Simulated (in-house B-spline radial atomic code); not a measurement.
**The antimony ion Sb⁸⁺: [Kr] (4d3/2)2 (4d5/2)5 (an excited or competing configuration)**

All numbers are computed (Dirac-Hartree-Fock, average of the jj configuration; Fermi nucleus of rms radius 4.6802 fm) with an all-electron radial atomic-structure program (B-spline basis), not measured.

Z_r = [3n² - l(l+1)]/(2<r>); Z_e = n√(-2ε); the last column is Slater's effective charge. Values are occupation-weighted means over j. An effective charge above Z reflects the relativistic contraction of the inner shells.

```tsv
shell	electrons	ε (eV)	<r> (bohr)	Z_r	Z_e	Slater
1s	2	-30803	0.02842	52.79	47.58	50.70
2s	2	-4895.6	0.122	49.17	37.94	46.85
2p	6	-4407.1	0.107	46.74	36.00	46.85
3s	2	-1106.6	0.3282	41.13	27.06	39.75
3p	6	-942.71	0.3266	38.28	24.97	39.75
3d	10	-690.55	0.3042	34.51	21.37	29.85
4s	2	-300.35	0.7767	30.90	18.79	23.25
4p	6	-245.56	0.8249	27.88	16.99	23.25
4d	7	-165.2	0.9297	22.59	13.94	12.90
```

The least bound orbital is 4d5/2 at -164.9 eV, and it is also the most diffuse (<r> = 0.9321 bohr).

For the 1s electron the small component carries 3.52 % of the norm, the zero-frequency Breit interaction raises the level by 72.23 eV, self-energy by 41.04 eV, and vacuum polarisation lowers it by 5.489 eV.
